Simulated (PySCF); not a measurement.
**How methods differ on the electron affinity of Cu**

Cu⁻ [Ar] 3d10 4s2 (1S) → Cu [Ar] 3d10 4s1 (2S), as a difference of total energies. Calculation: PySCF 2.14, in def2-TZVPPD; no relativity, point nucleus. Correlated levels: valence: [Ar] frozen; valence and next inner shell: [Ne] frozen. The calculations carry no spin-orbit coupling.

```csv
method,electron affinity (eV),difference from reference (eV)
UHF,-0.279,-1.515
LDA,1.353,+0.117
PBE,1.139,-0.097
PBE0,0.868,-0.368
r2SCAN,1.022,-0.214
MN15,1.260,+0.024
PBEsol,1.119,-0.117
TPSSh,0.879,-0.357
BP86,1.303,+0.067
MP2 (valence),0.646,-0.590
SCS-MP2 (valence),0.686,-0.550
MP2 (valence and next inner shell),0.678,-0.558
SCS-MP2 (valence and next inner shell),0.708,-0.528
```

Reference: 1.236 eV (measured; photodetachment measurements, as compiled on the Wikipedia data page of electron affinities).

These non-relativistic numbers lack the scalar-relativistic shift.

Errors of the correlated levels include the incompleteness of this basis and the frozen core.

A negative affinity means that the anion lies above the atom at that level of theory.

In the anion the highest occupied orbital energy is positive at LDA, PBE, PBE0, r2SCAN, MN15, PBEsol, TPSSh, BP86, a self-interaction effect; the basis confines that electron, and the energy difference can still be sensible.
